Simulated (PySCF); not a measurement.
Geometry (Å), atoms numbered from 1 in this order:
```xyz
20

C     2.142    1.683   -0.404
C     1.192    1.186    0.381
P     0.086   -0.220   -0.037
C    -0.026   -1.056    1.581
C     1.114   -1.301   -1.081
C    -1.476   -0.185   -0.762
C    -2.611    0.483   -0.012
H     2.630    2.620   -0.186
H     2.499    1.152   -1.271
H     0.831    1.768    1.225
H     0.966   -1.374    1.900
H    -0.434   -0.375    2.326
H    -0.687   -1.914    1.474
H     1.177   -0.885   -2.084
H     0.622   -2.270   -1.134
H     2.113   -1.400   -0.658
H    -1.383    0.185   -1.787
H    -3.553    0.107   -0.414
H    -2.632    1.572   -0.106
H    -2.574    0.233    1.047
```

Method: shieldings: GIAO PBE0/pcSseg-1, GFN2-xTB structure, in PySCF (non-relativistic, isolated molecule, one computed conformer, averaged over atoms made equivalent by symmetry, fast rotation or ring inversion).

δ = σ(ref) − σ, references computed at the same level: ¹³C vs TMS.

Do the ¹³C shifts follow the atomic charges (in e)? Tabulate both.

Answers


```json
{"atoms": "C2", "hybridisation": "sp2", "δ (ppm)": "151.0", "σ para (ppm)": "-232", "Hirshfeld": "-0.11", "IAO": "-0.42", "Mulliken": "-0.41", "ESP-fitted": "-0.28"}
{"atoms": "C1", "hybridisation": "sp2", "δ (ppm)": "128.4", "σ para (ppm)": "-196", "Hirshfeld": "-0.09", "IAO": "-0.30", "Mulliken": "-0.14", "ESP-fitted": "-0.41"}
{"atoms": "C6", "hybridisation": "sp2", "δ (ppm)": "35.4", "σ para (ppm)": "-107", "Hirshfeld": "-0.25", "IAO": "-0.72", "Mulliken": "-0.52", "ESP-fitted": "-0.84"}
{"atoms": "C4/C5", "hybridisation": "sp3", "δ (ppm)": "15.0", "σ para (ppm)": "-84", "Hirshfeld": "-0.15", "IAO": "-0.64", "Mulliken": "-0.43", "ESP-fitted": "-0.75"}
{"atoms": "C7", "hybridisation": "sp3", "δ (ppm)": "13.6", "σ para (ppm)": "-73", "Hirshfeld": "-0.14", "IAO": "-0.41", "Mulliken": "-0.26", "ESP-fitted": "-0.03"}
```

Correlation coefficients of δ with charge over these carbons: Hirshfeld +0.62, IAO +0.61, Mulliken +0.33, ESP-fitted +0.25; with the paramagnetic shielding -1.00. With so few points, grouped by hybridisation, these coefficients are fragile. Charge is one influence among several: hybridisation and low-lying excitations act through the paramagnetic term.

Shifts are as computed. Against solution values, carbons near 30 ppm lie about +3 ppm off and those near 130 ppm about +5 ppm. Of 1211 compounds with measured shifts, 218 miss one by over three times the rms of a fit or turn the order of signals round; such compounds aren't used in these exercises.
